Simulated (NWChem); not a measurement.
System: BeHOF; SMILES [OH][Be][F]

NWChem input:

```
start job
memory heap 200 mb stack 900 mb global 1100 mb
geometry units angstroms noautoz
  Be    -0.000405     0.000392     0.010705
  F      0.015632    -0.015260     1.409131
  O     -0.065728     0.064182    -1.396373
  H      0.311163    -0.303842    -2.200719
end
basis spherical
  * library def2-svp
end
dft
  xc r2scan
  iterations 150
  mulliken
end
task dft energy
```

Structure relaxed at the PBE-D3(BJ)/def2-SVP level.

**Question.** Predict the main results of this run. (r2SCAN/def2-SVP.) Quantities: energy (Ha); highest occupied level (eV); orbital gap (eV); dipole (D).

**Answer.** 
```yaml
energy (Ha): -190.30
highest occupied level (eV): -7.93
orbital gap (eV): 7.76
dipole (D): 2.35
```
